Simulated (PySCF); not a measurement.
This PySCF input asks for the NMR shieldings of `CC(C)P(C)P(C)C`, C6H16P2; the geometry comes from GFN2-xTB.

```python
import basis_set_exchange as bse
import numpy as np
from pyscf import gto, dft
from pyscf.prop import nmr

atoms = """
C    -1.810416    1.139173    0.875727
C    -1.585995   -0.203371    0.190203
C    -2.744494   -0.513443   -0.753530
P     0.027362   -0.205839   -0.783095
C     0.280768   -2.045926   -0.819367
P     1.388940    0.245178    0.891705
C     2.952733   -0.408585    0.130360
C     1.683571    2.029959    0.476078
H    -2.778419    1.148380    1.375344
H    -1.793339    1.948238    0.146831
H    -1.038836    1.319716    1.623201
H    -1.519053   -0.987261    0.954869
H    -3.682586   -0.549912   -0.201133
H    -2.824409    0.258675   -1.516847
H    -2.607061   -1.471159   -1.251632
H     1.210977   -2.271597   -1.337245
H    -0.535105   -2.502093   -1.377099
H     0.311515   -2.462350    0.186796
H     3.794665    0.037945    0.657286
H     3.003872   -1.488092    0.254739
H     3.016511   -0.157027   -0.927567
H     0.805698    2.620533    0.725726
H     2.523480    2.389922    1.068740
H     1.907885    2.148700   -0.582531
"""
names = dict.fromkeys(["C", "P", "H"], "pcSseg-1")
basis = {el: gto.basis.parse(bse.get_basis(n, elements=[el], fmt="nwchem")) for el, n in names.items()}
mol = gto.M(atom=atoms, basis=basis, charge=0, verbose=0)
mf = dft.RKS(mol, xc="PBE0")
mf.grids.level = 2
mf.grids.alignment = dft.numint.BLKSIZE   # the property module wants whole blocks of grid points
mf.conv_tol = 1e-9
mf.kernel()

calc = nmr.RKS(mf)   # GIAO
C = mf.mo_coeff
Co = C[:, mf.mo_occ > 0]
resp = mf.gen_response(singlet=True, hermi=2)
def vind(x):   # induced exchange potential for any number of trial vectors
    d = np.einsum("pi,xij,qj->xpq", C, 2 * x.reshape(-1, C.shape[1], Co.shape[1]), Co, optimize=True)
    return np.einsum("xpq,pi,qj->xij", resp(d - d.transpose(0, 2, 1)), C, Co, optimize=True).ravel()
mo1, _ = nmr.rhf.solve_mo1(calc, with_cphf=vind)
sigma = calc.kernel(mo1)
for i, s in enumerate(sigma):   # ppm
    print("%2d %-2s %9.2f" % (i, mol.atom_pure_symbol(i), np.trace(s) / 3))
```

Question: What does it print?

Answer: 
```
 0 C     163.83
 1 C     150.04
 2 C     164.23
 3 P     354.66
 4 C     175.80
 5 P     400.26
 6 C     173.74
 7 C     168.48
 8 H      30.54
 9 H      31.03
10 H      30.22
11 H      30.30
12 H      30.49
13 H      30.86
14 H      30.42
15 H      30.72
16 H      30.47
17 H      30.75
18 H      30.75
19 H      30.68
20 H      30.75
21 H      30.58
22 H      30.66
23 H      30.52
```

These numbers come from an equivalent density-fitted implementation of the same equations, which agrees with the script to about 0.01 ppm for H and up to a few tenths of a ppm for heavy atoms, so last digits may differ.

Size and cost of the density-fitted run: 230 basis functions, roughly 2 core-minutes.
